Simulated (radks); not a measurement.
Values are calculated unless marked as measured or tabulated.
Correlation energies from several functionals, in hartree. Species: Yb24+ [Kr] 4d10; Yb2+ [Xe] 4f14. Level of theory: non-relativistic Kohn-Sham, LDA (Slater exchange, Perdew-Wang correlation), spin-polarised, spherical densities, point nucleus (a radial shooting solver on a logarithmic mesh with Libxc functionals). Every spin shell is full or empty, so the densities are truly spherical. Functionals are evaluated on that one density, not self-consistently.

[
 {"functional": "PW92", "Yb24+": "-5.2893", "Yb2+": "-7.0467"},
 {"functional": "VWN5", "Yb24+": "-5.3102", "Yb2+": "-7.0764"},
 {"functional": "PZ", "Yb24+": "-5.2981", "Yb2+": "-7.0499"},
 {"functional": "Wigner", "Yb24+": "-2.5398", "Yb2+": "-3.6933"},
 {"functional": "PBE", "Yb24+": "-2.8117", "Yb2+": "-4.0940"},
 {"functional": "PBEsol", "Yb24+": "-3.1793", "Yb2+": "-4.5939"},
 {"functional": "LYP", "Yb24+": "-2.5635", "Yb2+": "-3.6920"},
 {"functional": "P86", "Yb24+": "-3.2876", "Yb2+": "-4.6053"},
 {"functional": "AM05", "Yb24+": "-4.9556", "Yb2+": "-6.6219"},
 {"functional": "OP (B88)", "Yb24+": "-2.5559", "Yb2+": "-3.6195"},
 {"functional": "r2SCAN", "Yb24+": "-2.7876", "Yb2+": "-4.1678"},
 {"functional": "B95", "Yb24+": "-3.7025", "Yb2+": "-5.0830"},
 {"functional": "Tao-Mo", "Yb24+": "-2.7308", "Yb2+": "-3.9975"}
]
